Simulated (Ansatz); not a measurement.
Two isomers of C2H8AlB: A = `C[B](C)[AlH2]`, B = `CB[CH2][AlH2]`.

Calculated with Ansatz (gas phase, PBE0-D4/def2-TZVP geometries, no zero-point term in ΔE). CCSD(T)/CBS is the MP2 limit (def2-TZVPP, def2-QZVPP) plus CCSD(T) − MP2 in def2-TZVPP, frozen cores. Functionals use def2-TZVPP. B3LYP here is the variant with VWN-RPA as its local correlation; programs differ in this. Each species was taken in one conformer, which may not be the lowest.

(1) Which is lower in electronic energy at CCSD(T)/CBS, and by how much? (Estimate.)

(2) Give E(B) − E(A) in kJ/mol with ωB97M-V, LDA (SPW92), MP2/def2-TZVPP, B3LYP-D4, B2PLYP, PBE0-D4, r2SCAN-D4. (Estimate.)

(3) Does the order hold for the free energy at 298.15 K (harmonic terms from PBE0-D4)? (Estimate.)

Largest T1 diagnostic: 0.011.

Results:

(1) Ansatz gave: B, by 71.1 kJ/mol.

(2) Ansatz gave: ωB97M-V -74.4, LDA (SPW92) -67.4, MP2/def2-TZVPP -79.6, B3LYP-D4 -69.0, B2PLYP -72.2, PBE0-D4 -65.7, r2SCAN-D4 -71.8. None reverses the order clearly.

(3) The calculation gave: Yes: G(B) − G(A) = -74.7 kJ/mol, for one conformer each. Modes under 60 cm⁻¹, often nearly free rotors, make the harmonic entropy too high.

From BLYP to BHLYP (50 % exact exchange), in def2-TZVPP and without D4, E(B) − E(A) moves by −3.9 kJ/mol. At CCSD(T), def2-SVP lies +5.4 kJ/mol from the extrapolated value and def2-TZVPP +0.1 kJ/mol.
